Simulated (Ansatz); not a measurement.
# Reading a saddle point

A first-order saddle point of AlN₂H₇S, singlet, PBE0-D4/def2-TZVP, with one imaginary mode of 865i cm⁻¹:

Al1  (0.138, -0.237, -0.013)
H2  (1.015, -0.107, -1.467)
N3  (0.980, -0.625, 1.497)
N4  (-1.457, -0.873, -0.445)
H5  (0.914, 1.050, -1.164)
S6  (0.427, 2.189, -0.216)
H7  (1.499, 0.039, 2.048)
H8  (1.157, -1.560, 1.823)
H9  (-2.181, -1.096, 0.218)
H10  (-1.768, -1.059, -1.383)
H11  (-0.725, 2.280, -0.900)
(Å)

Program: Ansatz 0.2.0. Basis: def2-TZVPP and def2-QZVPP. Cores are frozen in the correlated methods. Extrapolation: Hartree–Fock as exp(−7.88 √X), correlation as X^−2.97.

Which contacts change along the imaginary mode, and what lies on either side? (Judge from chemistry; the calculation decides.)

By the calculation: The step is AlN₂H₅ ([NH2][AlH][NH2]) + H₂S → AlN₂H₅S ([NH2][Al]([NH2])[SH]) + H₂, with the molecules in contact on both sides. Shortening one way: Al1–S6, H2–H5; lengthening the same way: Al1–H2, H5–S6.
```tsv
pair	one side (Å)	saddle (Å)	other side (Å)
Al1–S6	2.68	2.45	2.19
H2–H5	3.50	1.20	0.75
Al1–H2	1.59	1.70	3.16
H5–S6	1.34	1.56	3.33
```

Which side is lower, and how far does the saddle lie above each? (To be estimated.)

Computed: The side with Al1–S6, H2–H5 short is lower by 71.7 kJ/mol; the saddle lies 138.8 kJ/mol above it and 67.1 kJ/mol above the other (CCSD(T) at an estimated basis limit (MP2 extrapolated from triple and quadruple zeta, plus CCSD(T) − MP2 in triple zeta); electronic energies).

The T1 diagnostic stays at or below 0.012.

Exchanges of this kind with a chalcogen hydride build sulfide and selenide films.

Labels in which every atom is bracketed show which atoms are joined, not bond orders.

For scale, one of the runs: CCSD(T)/def2-TZVPP, 244 basis functions, launched by `ansatz run in.yaml --threads 4 --pin off --events-out ev --progress --plain --max-ram 9574MiB`. Time: 94 s of wall clock on 4 CPU threads of an Arm Neoverse V1; the host was shared. Peak host memory: 4.6 GiB.
